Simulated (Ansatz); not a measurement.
`C[S][Al]([F])[Cl]` + `F/C=C(\F)C(F)F` → `C[S][AlH][Cl]` + `F/C=C(\F)C(F)(F)F` at 400 K and 1 bar (formal exchange of groups at the Al–F bond).

Gas-phase electronic energies from Ansatz, PBE0-D4/def2-TZVP geometries. CBS: MP2 limit from def2 TZ/QZ plus the TZ coupled-cluster correction, frozen cores. Double bonds are as drawn, so ΔE can hold a change between cis and trans. Each species was taken in one conformer, which may not be the lowest.

| species | CCSD(T)/CBS energy (Eh) | H − E (kJ/mol) | S (J/(mol·K)) |
| --- | --- | --- | --- |
| `C[S][Al]([F])[Cl]` | -1239.41425 | 147.9 | 403.1 |
| `F/C=C(\F)C(F)F` | -514.47128 | 163.9 | 373.3 |
| `C[S][AlH][Cl]` | -1140.13367 | 155.5 | 375.0 |
| `F/C=C(\F)C(F)(F)F` | -613.66934 | 145.1 | 390.3 |

H − E and S are ideal-gas, rigid-rotor, harmonic terms from PBE0-D4/def2-TZVP, for one conformer and one mirror image of each species. 1 Eh = 2625.50 kJ/mol, R = 8.31446 J/(mol·K).

**Question.** By hand: ΔE, ΔH, ΔS and ΔG.

**Answer.** ΔE = (-1140.13367) + (-613.66934) − (-1239.41425) − (-514.47128) = 0.08252 Eh = 216.7 kJ/mol. Δ(H − E) = 155.5 + 145.1 − 147.9 − 163.9 = -11.2, so ΔH = 205.5 kJ/mol. ΔS = 375.0 + 390.3 − 403.1 − 373.3 = -11.1 J/(mol·K). ΔG = 205.5 − 400 × (-11.1)/1000 = 209.9 kJ/mol.

**Question.** By hand: the equilibrium constant, and the temperature at which ΔG would vanish if ΔH and ΔS stayed fixed.

**Answer.** log₁₀ K = −ΔG/(RT ln 10) = -27.4. ΔH and −TΔS have one sign here, so there is no such temperature.

The number of gas molecules stays the same, so ΔS is small and ΔH decides. A doubt of 5 kJ/mol in ΔE shifts log₁₀ K by 0.7 here. Other conformers and mirror images would add mixing entropy, several J/(mol·K) or more a flexible species. Modes under 60 cm⁻¹, often nearly free rotors, make the harmonic entropy too high. These are equilibria of isolated gas molecules and say nothing of rates. Largest T1 diagnostic: 0.013 (customary marks: 0.02 for closed shells, 0.045 for open ones).

ΔS is within the doubt of such terms, so its sign, and with it that verdict, could turn.
